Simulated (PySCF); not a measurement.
# Deuteron quadrupole couplings in `CCc1pcccc1C`

Compound: C₈H₁₁P.
Atom-mapped SMILES: `[CH3:1][CH2:2][c:3]1[p:4][cH:5][cH:6][cH:7][c:8]1[CH3:9]` (hydrogens: H10, H11, H12 on C1; H13, H14 on C2; H15 on C5; H16 on C6; H17 on C7; H18, H19, H20 on C9)

Structure used (GFN2-xTB), in Å, numbered top down from 1:
```xyz
20
C8H11P angstrom
C     -2.7450   -0.8102   -0.0870
C     -1.6796    0.2751   -0.0527
C     -0.2658   -0.2473    0.0161
P     -0.0500   -1.9799    0.1127
C      1.6743   -2.1026    0.1655
C      2.5464   -1.0378    0.1306
C      2.1228    0.2771    0.0547
C      0.7880    0.6656    0.0030
C      0.4893    2.1364   -0.0730
H     -2.6014   -1.4597   -0.9486
H     -2.6983   -1.4204    0.8129
H     -3.7347   -0.3627   -0.1514
H     -1.7814    0.9031   -0.9440
H     -1.8587    0.9225    0.8125
H      2.0765   -3.1067    0.2278
H      3.6107   -1.2346    0.1629
H      2.8761    1.0534    0.0349
H     -0.1361    2.4474    0.7632
H      1.4076    2.7179   -0.0508
H     -0.0459    2.3739   -0.9921
```

Level: PBE0/pcSseg-1 (PySCF, non-relativistic); Q(2H) = 0.00286 b; rigid geometry, the same for H and D, with no vibrational averaging.

Problem. Rank these positions by the coupling χzz of a deuteron there, largest first.
A. H14 (methylene hydrogen)
B. H20 (methyl hydrogen)
C. H15 (aromatic hydrogen)

Solution. C (218 kHz), B (209 kHz), A (201 kHz).

Problem. Give the electric field gradient Vzz (the principal value of largest size), its asymmetry and the 2H coupling at each hydrogen.

Solution. 
```tsv
atom	bonded to	bond length (Å)	Vzz (au)	η	χzz (kHz)
H10	C1	1.088	0.3105	0.02	209
H11	C1	1.088	0.3106	0.02	209
H12	C1	1.088	0.3154	0.02	212
H13	C2	1.095	0.2986	0.04	201
H14	C2	1.095	0.2985	0.03	201
H15	C5	1.083	0.3237	0.06	218
H16	C6	1.083	0.3211	0.06	216
H17	C7	1.082	0.3219	0.08	216
H18	C9	1.090	0.3104	0.02	209
H19	C9	1.087	0.3139	0.04	211
H20	C9	1.090	0.3105	0.02	209
```

Problem. How does χzz go with the bond length over the 11 C–H bonds?

Solution. A straight-line fit has a slope of -12.5 kHz for each 0.01 Å, with a correlation coefficient of -0.98, over lengths from 1.082 to 1.095 Å. The longer bonds have the smaller couplings here.

Problem. Give the 2H NMR doublet splittings at H18 for a magnetic field along the z, y and x axes of the gradient: 3χ/2, 3χ(1 + η)/4, 3χ(1 − η)/4.

Solution. With |χ| = 208.6 kHz and η = 0.025: 313, 160 and 153 kHz, to first order and without motion.

The structure is a single GFN2-xTB conformer in the gas phase; no vibrational or solvent corrections. GFN2-xTB bond lengths can be off by several hundredths of an ångström, more for odd bonds, and the gradients follow them. The basis is small and wasn't made for field gradients, so the couplings can be 20 % off.

These values come from a run that also computed NMR shieldings. Time: 50 s wall. Hardware: one thread of an x86-64 server, no GPU (shared host).
